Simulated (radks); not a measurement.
Question: All-electron atom: Tm3+ in [Kr] 4d10 4f12.25 5s1.75 5p6 (fractional occupations, a model configuration). Calculated with a radial shooting solver on a logarithmic mesh with Libxc functionals: Dirac Kohn-Sham, PBE, spin-unpolarised, spherical densities, finite nucleus; open shells are shared between the two j in proportion to 2j + 1; Fermi nuclear charge, rms radius 5.2256 fm. Some entries of the table are withheld. Estimate them.

orbital  occ.  eigenvalue (Ry)  <r^2> (bohr^2)  <r> (bohr)
1s1/2       2              (1)       0.0005486     0.02001
2s1/2       2        -736.1334        0.008458     0.08431
2p1/2       2        -701.8421        0.006089     0.07008
2p3/2       4        -629.8027        0.007305     0.07747
3s1/2       2        -167.3160             (2)      0.2205
3p1/2       2        -152.2072         0.05148      0.2103
3p3/2       4        -136.9961         0.05827      0.2241
3d3/2       4        -111.1912         0.04577      0.1973
3d5/2       6        -107.8670         0.04765      0.2016
4s1/2       2        -34.89314          0.2798      0.4976
4p1/2       2        -28.81247             (3)      0.5059
4p3/2       4        -25.37514             (4)      0.5377
4d3/2       4        -15.36291          0.3697         (5)
4d5/2       6        -14.73651          0.3845         (6)
5s1/2    1.75         -6.13871           1.645       1.210
5p1/2       2         -4.44934           2.053       1.346
5p3/2       4         -3.99207           2.361       1.444
4f5/2    5.25         -2.62299          0.7308      0.7477
4f7/2       7         -2.53035          0.7602      0.7613
5d3/2       0         -1.86122           4.836       2.046
5d5/2       0         -1.82131           5.036       2.089
6s1/2       0         -1.75971           9.527       2.926

Answer: 
(1) 1s1/2 eigenvalue (Ry): -4353.725
(2) 3s1/2 <r^2> (bohr^2): 0.05571
(3) 4p1/2 <r^2> (bohr^2): 0.2916
(4) 4p3/2 <r^2> (bohr^2): 0.3291
(5) 4d3/2 <r> (bohr): 0.5642
(6) 4d5/2 <r> (bohr): 0.5754
